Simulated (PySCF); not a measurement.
## Static response to an electric field

Compound: C8H11 (charge +1).
Geometry (GFN2-xTB, Å), atoms numbered from 1 in this order:
```xyz
19
C8H11 angstrom
C      4.0885    0.4930    0.1979
C      2.8342    0.1689    0.4586
C      1.9430   -0.4813   -0.5649
C      0.5554   -0.3254   -0.3479
C     -0.6383   -0.1841   -0.1144
C     -1.9733   -0.0351    0.1131
C     -2.9434   -0.5683   -0.8477
C     -2.4339    0.6554    1.3210
H      4.7165    0.9487    0.9424
H      4.5391    0.3175   -0.7652
H      2.3973    0.3434    1.4305
H      2.1934   -0.1398   -1.5778
H      2.1418   -1.5650   -0.5780
H     -2.4725   -0.9653   -1.7430
H     -3.5241   -1.3640   -0.3721
H     -3.6733    0.1971   -1.1182
H     -1.6156    0.9633    1.9663
H     -3.0223    1.5337    1.0426
H     -3.1222    0.0166    1.8789
```

Level: PBE0/def2-SVPD (PySCF), static field, nuclei fixed, core orbitals frozen in the response. The polarisability tensor in these axes (au):

```
x   187.90   1.40  -8.75
y     1.40  65.64   7.94
z    -8.75   7.94  74.68
```

Q: What are the eigenvalues, a third of the trace, and Δα (Δα² = ½Σ(αi − αj)² over the three pairs)?

A: Principal values 60.77, 78.88 and 188.58 au; mean 109.41 au = 16.21 Å³ = 18.04 × 10⁻⁴⁰ C²·m²/J; Δα = 119.79 au (109 % of the mean).

Q: Directions of the eigenvectors, and the extent of the frame along each?

A: Largest value along (1.00, 0.01, -0.08), where the nuclei span 8.21 Å; middle along (0.06, 0.52, 0.85), 4.22 Å; least along (-0.04, 0.86, -0.52), 2.05 Å. The response follows the extents in order.

Q: Rayleigh depolarisation ratio (linearly polarised light, static tensor)?

A: ρ = 3Δα²/(45ᾱ² + 4Δα²) = 43049.3/(538646 + 57399.1) = 0.0722.

Q: What are the principal values of the traceless quadrupole moment, Θ = ½Σq(3rr − r²1), about the centre of nuclear charge?

A: -23.91, -12.94, 36.85 D·Å. The values depend on the origin, since the species is charged. The electronic extent ⟨r²⟩ about the same centre is 1686 bohr², a root-mean-square distance of 2.85 Å for the 58 electrons.

Geometry: GFN2-xTB, one conformer, isolated ion.
